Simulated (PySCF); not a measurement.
Gas-phase reaction: InH₃ → InH + H₂

Energies from PySCF (xtb for GFN2), thermal terms from the rigid-rotor harmonic-oscillator model, ideal gas at 1 bar. † marks an energy on the PBE0/def2-TZVP geometry and frequencies; other levels use their own. MP2 freezes the core. All species are closed-shell singlets. B3LYP is the form with VWN-RPA correlation. In: scalar-relativistic def2 core potential, no spin-orbit coupling. InH₃, InH: computed as isolated molecules; such fragments, hydroxides, amides, oligomers or adducts are transient or little studied in the gas. MP2 isn't extrapolated to the basis-set limit.

```
level               ΔH°(298 K), kJ
------------------  --------------
B3LYP/def2-TZVP†               -12
GFN2-xTB                       ___
MP2/def2-SVP†                   18
MP2/def2-TZVPP†                ___
PBE/def2-TZVP†                 ___
PBE0/def2-QZVP†                 13
r2SCAN/def2-TZVP†              ___
ωB97M-V/def2-TZVP†              17
ωB97X-V/def2-TZVP†              25
```

Problem. What belongs in the gaps?

Solution. 
- GFN2-xTB, ΔH°(298 K), kJ: -47
- MP2/def2-TZVPP†, ΔH°(298 K), kJ: 2
- PBE/def2-TZVP†, ΔH°(298 K), kJ: 0
- r2SCAN/def2-TZVP†, ΔH°(298 K), kJ: 14
